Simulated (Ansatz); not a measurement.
Cost and result for the atomization energy of CH₈BNO₂Si, SMILES `COB(N)O[SiH3]` (14 atoms, 13 bonds).

```tsv
atom	x (Å)	y (Å)	z (Å)
C1	1.5485	0.6772	1.6633
O2	1.3490	-0.5265	0.9592
B3	0.3564	-0.6264	0.0255
N4	0.1971	-1.8564	-0.6430
O5	-0.4462	0.4644	-0.2286
Si6	-1.7387	0.8028	-1.1697
H7	2.3955	0.5302	2.3342
H8	0.6694	0.9457	2.2565
H9	1.7723	1.5067	0.9862
H10	0.7970	-2.6369	-0.4489
H11	-0.4888	-2.0192	-1.3558
H12	-2.0113	-0.3072	-2.1269
H13	-2.9371	1.0024	-0.3163
H14	-1.4630	2.0431	-1.9357
```

The species carries charge 0 and has multiplicity 1. Geometry: relaxed with PBE0-D4/def2-TZVP. It is one conformer, not always the lowest. Program: Ansatz. All runs use 2 threads of an AMD EPYC 7R13 on a shared host and a share of an NVIDIA H100 80 GB. Times are those of one run each, without the atoms' runs, and a repeat can differ threefold. Electronic energies, without spin–orbit coupling; frozen cores. CCSD(T)/CBS adds CCSD(T) − MP2 in def2-TZVPP to the MP2 limit, and its time is that of the two runs behind it. T1 = 0.011. B3LYP takes the VWN-RPA correlation (the form of Gaussian; ORCA's B3LYP/G).

CCSD(T)/CBS is a level of theory with its own doubt, some kJ/mol a heavy atom from the limit and from the frozen cores, so smaller differences don't rank the functionals.

```tsv
level	functions	atomization (kcal/mol)	difference from CCSD(T)/CBS	per bond
PBE-D4/def2-TZVPP (with forces)	309	1321.9	16.9	1.3
B2PLYP/def2-TZVPP	309	1293.8	-11.2	-0.9
MP2/def2-QZVPP	595	1313.3	8.3	0.6
PBE0-D4/def2-TZVPP	309	1299.6	-5.4	-0.4
r2SCAN-D4/def2-TZVPP (with forces)	309	1306.2	1.2	0.1
B3LYP-D4/def2-TZVPP (with forces)	309	1307.5	2.5	0.2
CCSD(T)/CBS(def2)	–	1305.0	0.0	0.0
ωB97X-V/def2-TZVPP	309	1308.9	3.9	0.3
ωB97M-V/def2-TZVPP (with forces)	309	1310.5	5.5	0.4
CCSD(T)/def2-TZVPP	309	1270.1	-34.9	-2.7
```

Order the runs by time, with rough figures. (Estimate.)

Ansatz gave: PBE0-D4/def2-TZVPP 3.2 s; r2SCAN-D4/def2-TZVPP (with forces) 4.1 s; PBE-D4/def2-TZVPP (with forces) 5.5 s; B2PLYP/def2-TZVPP 6 s; CCSD(T)/def2-TZVPP 6.5 s; B3LYP-D4/def2-TZVPP (with forces) 7 s; ωB97M-V/def2-TZVPP (with forces) 7 s; ωB97X-V/def2-TZVPP 7.5 s; MP2/def2-QZVPP 13 s; CCSD(T)/CBS(def2) 19 s.

From PBE to PBE0 (25 % exact exchange), in def2-TZVPP and without D4, the atomization energy moves by −21.4 kcal/mol: exact exchange takes away binding that semilocal exchange gives to molecules. The D4 term adds +10.3 kcal/mol with B3LYP and +5.5 kcal/mol with PBE0; it sums over pairs of atoms, weighted by their polarisabilities, and B3LYP, whose exchange is more repulsive, gets the larger term. In def2-TZVPP, CCSD(T) changes the Hartree–Fock value by +310.6 kcal/mol (the triples alone add +16.9 kcal/mol) and MP2 by +332.9 kcal/mol; breaking electron pairs costs correlation energy, which Hartree–Fock lacks.
